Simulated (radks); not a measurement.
Values are calculated unless marked as measured or tabulated.
Question: The mean radii <r> (bohr) of the occupied orbitals of an atom or ion are listed with their occupations. Code: a radial shooting solver on a logarithmic mesh with Libxc functionals. Model: scalar-relativistic Kohn-Sham, r2SCAN, spin-polarised, spherical densities, finite nucleus; meta-GGA in the generalised Kohn-Sham scheme; Fermi nuclear charge, rms radius of each element as measured or else 0.836 A^(1/3) + 0.57 fm.

| orbital | occ. | <r> |
|---|---|---|
| 1s | 2 | 0.03186 |
| 2s | 2 | 0.1383 |
| 2p | 6 | 0.1206 |
| 3s | 2 | 0.3784 |
| 3p | 6 | 0.3781 |
| 3d | 10 | 0.3576 |
| 4s | 2 | 0.9508 |
| 4p | 6 | 1.048 |
| 4d | 10 | 1.576 |

Name the element and its charge. Open shells, if any, are filled with parallel spins first.

Answer: Z = 46, palladium, charge 0: Pd in [Kr] 4d10. The 1s radius gives Z: for a bare nucleus <r> = (2 gamma + 1)/(2Z) with gamma = sqrt(1 - (Z/c)^2), 0.03135 bohr for Z = 46, and screening makes it slightly larger (0.03186 here). The occupations add up to 46, and the charge is Z minus that.
